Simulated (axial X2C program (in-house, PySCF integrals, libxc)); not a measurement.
# What spin–orbit coupling does to IrB⁺

Calculated with an in-house all-electron X2C program for linear molecules (integrals from PySCF). Spin-free means the one-electron spin-free X2C Hamiltonian; two-component (2c) means X2C with spin–orbit coupling and atomic mean-field two-electron Coulomb and Gaunt terms, so the difference of the two also holds small scalar two-electron terms. Basis: Ir dyall-cv3z [13s14p9d6f4g], B dyall-v3z [7s6p2d1f] (cores contracted in-house); Gaussian nuclei, density fitting, unrestricted open shells. Masses: Ir 192.963 u, B 11.009 u.

Spin-free state: M_S = 3/2, Λ = 2 (beyond evenly filled blocks: 2 × σα, δ+α, δ+β, δ-α); fragments Ir + B+ for PBE0, MP2, CCSD, CCSD(T), PW91; Ir+ + B for HF.

```tsv
level	Re (Å)	ωe (cm⁻¹)	De (eV)	μ (D)
PBE0	1.835	826.7	5.061	1.46
HF	1.927	643.7	2.239	1.46
MP2	1.803	891.6	4.675	n/a
CCSD	1.846	805.5	3.947	n/a
CCSD(T)	1.844	823.4	4.155	n/a
PW91	1.833	842.0	5.505	1.59
```

Correlated methods: 11 electrons correlated (number of frozen shells: Ir 5 s, 4 p, 2 d, 1 f; B 1 s), 273 virtual spin orbitals or spinors in MP2, 90 natural virtuals in coupled cluster.

Dipoles are positive if B is the positive end and refer to the centre of mass.

Two-component determinant lowest at the distance of the search:

Ω = 7/2 (⟨Sz⟩ = 1.46, ⟨Lz⟩ = 2.04 at HF); fragments Ir + B+ for PBE0, MP2, CCSD, CCSD(T), PW91; Ir+ + B for HF.

| level | Re (Å) | ωe (cm⁻¹) | De (eV) | μ (D) |
| --- | --- | --- | --- | --- |
| PBE0 | 1.839 | 816.1 | n/a | 1.43 |
| HF | 1.930 | 640.3 | 2.053 | 1.40 |
| MP2 | 1.808 | 876.2 | n/a | n/a |
| CCSD | 1.851 | 791.8 | n/a | n/a |
| CCSD(T) | 1.849 | 808.8 | n/a | n/a |
| PW91 | 1.838 | 830.5 | 5.376 | 1.56 |

Q: From the two tables, how do the constants change at the CCSD(T) level (2c against spin-free)?

A: At the CCSD(T) level Re goes up by 0.005 Å and ωe decreases by 14.6 cm⁻¹.

One determinant describes the state; a PBE0 search over occupations chose it and may have missed a lower one. De is counted from the lowest determinant-based energies of the atoms at the same level, without counterpoise correction. De is not given where an atomic determinant may have missed its ground term or J level, or where the truncated virtual space spoils (T). Density functionals use the spin component along the axis (collinear). Coupled cluster ran in a truncated set of natural virtual spinors; the MP2 energy of the rest was added. (T) has no such correction and the atoms are truncated less, which lowers De at CCSD(T) by a hundredth of an eV or more. PBE0 can misorder states that lie within some tenths of an eV, so this need not be the ground state of the molecule. The nearest other spin-free determinant of the search, M_S = 3/2, Λ = 0, lies 0.21 eV up at the distance of the search. Without a current term, density functionals place determinants with orbital angular momentum somewhat too high. With several unpaired electrons one determinant need not be a pure state. At some level and bond length an empty orbital lies below a filled one.
